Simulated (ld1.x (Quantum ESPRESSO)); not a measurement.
## Cutoff test, Os (Z = 76), TM

ld1.x (Quantum ESPRESSO) 7.5 input, shortened:

```
&input
   title='Os', zed=76., rel=2, dft='PBE', iswitch=3,
   config='[Xe] 4f14 5d6 6s2 6p0', rel_dist='average'
 /
 &inputp
   pseudotype=2, tm=.true., lloc=1,
   nlcc=.true., new_core_ps=.true.
 /
3
6S  1  0   2.00   0.00  2.70  2.70  0.0
5D  3  2   6.00   0.00  1.60  1.60  0.0
6P  2  1   0.00   0.00  2.55  2.55  0.0
 &test
   configts(1)='5d6 6s2 6p0'
 /
```

Open shells are filled in proportion to 2j + 1 (rel_dist='average').

The pseudo-atom Hamiltonian at the reference potential is diagonalised in spherical Bessel functions j_l(qr) that vanish at 20 bohr, with q² up to the cutoff. All-electron valence levels (Ry): 6s -0.4523, 5d3/2 -0.5072, 5d5/2 -0.4302, 6p1/2 -0.1239, 6p3/2 -0.0835.

Question: How do the lowest levels (Ry) of each channel move with the cutoff, and are there ghosts?

Answer:

```
cutoff (Ry)     s #1  d3/2 #1  d5/2 #1  p1/2 #1  p1/2 #2  p3/2 #1  p3/2 #2    f #1    f #2  Σ f·Δε (mRy)
          8  -0.4481   0.0474   0.0445  -0.0915   0.0521  -0.0915   0.0521  0.1125  0.2354        3048.1
         10  -0.4484   0.0165   0.0064  -0.0919   0.0521  -0.0919   0.0521  0.1125  0.2354        2836.3
         15  -0.4510  -0.2233  -0.2117  -0.0933   0.0518  -0.0933   0.0518  0.1125  0.2354        1470.4
         18  -0.4520  -0.3797  -0.3385  -0.0935   0.0518  -0.0935   0.0518  0.1125  0.2354         636.7
         25  -0.4521  -0.4764  -0.4106  -0.0935   0.0517  -0.0935   0.0517  0.1125  0.2354         144.8
         30  -0.4522  -0.4994  -0.4259  -0.0936   0.0517  -0.0936   0.0517  0.1125  0.2354          34.2
         35  -0.4523  -0.5058  -0.4295  -0.0936   0.0517  -0.0936   0.0517  0.1125  0.2354           5.9
         45  -0.4523  -0.5069  -0.4299  -0.0936   0.0517  -0.0936   0.0517  0.1125  0.2354           1.8
         50  -0.4523  -0.5069  -0.4300  -0.0936   0.0517  -0.0936   0.0517  0.1125  0.2354           1.4
         60  -0.4523  -0.5070  -0.4301  -0.0936   0.0517  -0.0936   0.0517  0.1125  0.2354           0.6
         70  -0.4523  -0.5071  -0.4302  -0.0936   0.0517  -0.0936   0.0517  0.1125  0.2354           0.1
        400  -0.4523  -0.5071  -0.4302  -0.0936   0.0517  -0.0936   0.0517  0.1125  0.2354           0.0
```

Result: no extra level below or beside the all-electron valence levels (s, d3/2, d5/2, p1/2, p3/2, f tested); 10 mRy is reached at 35 Ry and 1 mRy at 55 Ry.
